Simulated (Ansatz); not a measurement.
A structure relaxed at PBE0-D4/def2-TZVP, charge 0, multiplicity 1:

Cartesian coordinates in Å:
```
C 1.3784 1.7324 1.0097
Zn 0.0566 0.4166 0.5271
N -1.1792 -0.8439 0.0360
Al -1.1198 -1.8350 -1.4260
H 2.2412 1.6675 0.3427
H 1.7286 1.5771 2.0324
H 0.9694 2.7425 0.9381
H -1.9543 -0.9651 0.6754
H -2.2467 -2.9044 -1.7527
H 0.1258 -1.5878 -2.3827
```

**Question.** Give its formula and SMILES.

**Answer.** CH6AlNZn, `[CH3][Zn][NH][AlH2]`.

**Question.** Summarise the bond lengths by kind.

**Answer.** 1 × C–Zn 1.926 Å; 3 × C–H 1.092 to 1.093 Å; 1 × N–Zn 1.832 Å; 1 × Al–N 1.767 Å; 1 × H–N 1.012 Å; 2 × Al–H 1.588 to 1.590 Å.

Results of the Gaussian-basis code of Ansatz.
